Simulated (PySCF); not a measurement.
A species of formula C8H17P has this rotational fingerprint, computed with PBE0/pcSseg-1 in PySCF (dipole) on a GFN2-xTB geometry, gas phase:

- Rotational constants: A = 2043, B = 687.8, C = 549.5 MHz
- Dipole components: |μa| = 0.17 D, |μb| = 0.01 D, |μc| = 1.22 D
- Inertial defect: -62.49 u·Å²
- κ: -0.81

**Question.** Which candidate fits, each taken in the one conformer that was computed?
A. `CP(CC)(C)(C=C)C=C`
B. `C(C)(C)(C)P1[C@H](C)[C@H]1C`
C. `[CH3:1][CH2:2][CH2:3][CH2:4][P:5]([CH3:6])[CH:7]1[CH2:8][CH2:9]1` with C1–C2–C3–C4 180°, C2–C3–C4–P5 176°, C3–C4–P5–C6 175°, C4–P5–C7–C8 -102°

**Answer.** C. It is CCCCP(C)C1CC1, an asymmetric top, point group C1. The candidates at the same level (rigid rotor, commonest isotopes):

| SMILES | A (MHz) | B (MHz) | C (MHz) | μa (D) | μb (D) | μc (D) | Δ (u·Å²) | point group | rotor |
| --- | --- | --- | --- | --- | --- | --- | --- | --- | --- |
| C=CP(C)(C)(C=C)CC | 1449 | 1191 | 1019 | 0.04 | 0.10 | 0.14 | -277.44 | C1 | asymmetric top |
| C[C@@H]1[C@@H](C)P1C(C)(C)C | 1909 | 1017 | 856.5 | 0.02 | 0.82 | 1.21 | -171.87 | C1 | asymmetric top |
| CCCCP(C)C1CC1 | 2043 | 687.8 | 549.5 | 0.17 | 0.01 | 1.22 | -62.49 | C1 | asymmetric top |

`C[C@@H]1[C@@H](C)P1C(C)(C)C` has C 56 % too high; `C=CP(C)(C)(C=C)CC` has C 85 % too high. No structure here is proved a minimum.
